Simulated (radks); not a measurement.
Problem. Kr6+, configuration [Ar] 3d10 4s2. Method: Dirac Kohn-Sham, relativistic LDA (MacDonald-Vosko exchange, VWN5 correlation), spin-unpolarised, spherical densities, finite nucleus; Fermi nuclear charge, rms radius 4.1884 fm; computed with a radial shooting solver on a logarithmic mesh with Libxc functionals. Some entries of the table are withheld. Estimate them.

orbital  occ.  eigenvalue (hartree)  <r^2> (bohr^2)  <r> (bohr)
1s1/2       2             -520.9830        0.002333     0.04162
2s1/2       2             -71.66728         0.03987      0.1838
2p1/2       2             -65.22394             (1)      0.1576
2p3/2       4             -63.25874             (2)      0.1616
3s1/2       2             -13.03469          0.3235      0.5305
3p1/2       2             -10.74178          0.3315      0.5323
3p3/2       4             -10.44977          0.3443      0.5426
3d3/2       4              -6.41529          0.3647      0.5458
3d5/2       6              -6.36647          0.3694      0.5495
4s1/2       2                   (3)             (4)       1.361

Solution. 
(1) 2p1/2 <r^2> (bohr^2): 0.03048
(2) 2p3/2 <r^2> (bohr^2): 0.03191
(3) 4s1/2 eigenvalue (hartree): -3.77530
(4) 4s1/2 <r^2> (bohr^2): 2.083
